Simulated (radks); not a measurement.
Radial electron density D(r) = 4 pi r^2 rho(r) of an atom or ion with 40 electrons. Calculated with a radial shooting solver on a logarithmic mesh with Libxc functionals: scalar-relativistic Kohn-Sham, PBE, spin-unpolarised, spherical densities, point nucleus.

```
   r/bohr * D(r) (the largest magnitude, 69.4, reaches the edge; | marks zero)
  0.00303 |    *
 0.003472 |      *
 0.003977 |       *
 0.004593 |         *
 0.005263 |           *
 0.006029 |              *
 0.006963 |                 *
 0.007978 |                    *
  0.00914 |                        *
  0.01056 |                            *
  0.01209 |                                *
  0.01397 |                                    *
    0.016 |                                       *
  0.01833 |                                         *
  0.02117 |                                           *
  0.02426 |                                           *
  0.02779 |                                          *
  0.03209 |                                         *
  0.03677 |                                       *
  0.04212 |                                     *
  0.04865 |                                     *
  0.05574 |                                      *
  0.06437 |                                          *
  0.07375 |                                              *
  0.08449 |                                                   *
  0.09758 |                                                      *
   0.1118 |                                                      *
   0.1281 |                                                  *
   0.1479 |                                            *
   0.1695 |                                      *
   0.1957 |                                   *
   0.2242 |                                   *
   0.2569 |                                      *
   0.2967 |                                          *
   0.3399 |                                          *
   0.3894 |                                     *
   0.4497 |                             *
   0.5152 |                    *
   0.5903 |             *
   0.6817 |          *
    0.781 |         *
    0.902 |         *
    1.033 |         *
    1.184 |       *
    1.367 |     *
    1.567 |   *
    1.795 | *
    2.073 |*
    2.375 |*
    2.721 *
    3.142 *
      3.6 *
    4.157 *
    4.763 *
    5.457 *
    6.302 *
```

What is the nuclear charge?

Answer. Z = 44. The innermost maximum, from 1s, lies near gamma/Z bohr with gamma = sqrt(1 - (Z/c)^2) = 0.947, here 0.0215 bohr (found: 0.0235), and its height grows with Z. The density is that of the ruthenium ion Ru4+ in [Ar] 3d10 4s2 4p5 4d4 5s1; the configuration itself is not fixed sharply by these data, and Z only to a few units. D(r) has 4 maxima, at r = 0.0235, 0.104, 0.319, 0.895 bohr, and minima at 0.0467, 0.205, 0.775 bohr, inside which lie 2.02, 11.08, 29.40 electrons.
